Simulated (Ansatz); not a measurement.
`CC[Si]Cl` + H–F → `CC[Si]F` + HCl at 500 K and 1 bar (ligand exchange at the Si–Cl bond).

Gas-phase electronic energies from Ansatz, PBE0-D4/def2-TZVP geometries. CCSD(T)/CBS adds triple-zeta CCSD(T) − MP2 to the extrapolated MP2 energy (def2 sets, frozen cores). This one scheme is used for every species. One conformer a species, not always the lowest.

| species | CCSD(T)/CBS energy (Eh) | H − E (kJ/mol) | S (J/(mol·K)) |
| --- | --- | --- | --- |
| `CC[Si]Cl` | -827.97738 | 211.5 | 387.1 |
| H–F | -100.39570 | 39.4 | 188.7 |
| `CC[Si]F` | -468.00242 | 212.7 | 373.8 |
| HCl | -460.38127 | 32.5 | 201.9 |

H − E and S are ideal-gas, rigid-rotor, harmonic terms from PBE0-D4/def2-TZVP, for one conformer and one mirror image of each species. 1 Eh = 2625.50 kJ/mol, R = 8.31446 J/(mol·K).

Task: By hand: ΔE, ΔH, ΔS and ΔG.

Result: ΔE = (-468.00242) + (-460.38127) − (-827.97738) − (-100.39570) = -0.01061 Eh = -27.9 kJ/mol. Δ(H − E) = 212.7 + 32.5 − 211.5 − 39.4 = -5.7, so ΔH = -33.6 kJ/mol. ΔS = 373.8 + 201.9 − 387.1 − 188.7 = -0.1 J/(mol·K). ΔG = -33.6 − 500 × (-0.1)/1000 = -33.6 kJ/mol.

Task: By hand: the equilibrium constant, and the temperature at which ΔG would vanish if ΔH and ΔS stayed fixed.

Result: log₁₀ K = −ΔG/(RT ln 10) = 3.5. ΔG = 0 at ΔH/ΔS = 336000 K, far beyond where these terms or the molecules hold.

The number of gas molecules stays the same, so ΔS is small and ΔH decides. A doubt of 5 kJ/mol in ΔE shifts log₁₀ K by 0.5 here. Other conformers and mirror images would add mixing entropy, several J/(mol·K) or more a flexible species. Modes under 60 cm⁻¹, often nearly free rotors, make the harmonic entropy too high. These are equilibria of isolated gas molecules and say nothing of rates. Largest T1 diagnostic: 0.013 (customary marks: 0.02 for closed shells, 0.045 for open ones).
